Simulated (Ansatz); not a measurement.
This geometry of ClF$_{4}$H$_{2}$OTa (9 atoms, charge 0, multiplicity 1) is a first-order saddle point.

These are results of Ansatz 0.2.0, RKS PBE0/def2-SVP, not measurements.

```xyz
9
Properties=species:S:1:pos:R:3
Ta 0.040 -0.194 0.082
O 2.026 0.021 0.340
H 2.349 0.503 1.115
F -0.033 0.240 1.919
F 0.471 -0.740 -1.658
F -0.596 1.460 -0.444
F -1.483 -1.256 0.201
Cl 1.274 -2.542 0.763
H 2.086 -1.397 0.595
```

Which two structures does it join? (They come from a converged band through this point; their orientation in space is the band's.)

Bonds broken: Cl8–H9. Bonds formed: O2–H9.

Initial state:

```xyz
9
Properties=species:S:1:pos:R:3
Ta 0.136 0.054 0.202
O 1.842 0.781 0.480
H 2.759 0.877 0.741
F -0.196 0.096 2.052
F 0.800 -0.919 -1.287
F -0.699 1.552 -0.496
F -1.350 -1.108 0.089
Cl 1.356 -2.438 1.184
H 1.486 -2.801 -0.051
```

Final state:

```xyz
9
Properties=species:S:1:pos:R:3
Ta -0.107 -0.537 0.297
O 2.081 0.023 0.227
H 2.537 0.261 1.045
F 0.198 0.411 1.896
F 0.503 -1.232 -1.342
F -0.404 1.108 -0.564
F -1.910 -0.954 0.339
Cl 0.551 -2.527 1.368
H 2.685 -0.460 -0.352
```

How far does it lie above each of them?

0.227 eV above the first and 1.019 eV above the second. This is the barrier of this one path; another mechanism may lie lower. The orbitals stay closed-shell, which can raise the energy where a bond breaks towards radicals; this wasn't checked here.

Run time: 4.3 min on 4 threads of Arm Neoverse V2, on a shared host, peak memory 0.35 GiB.
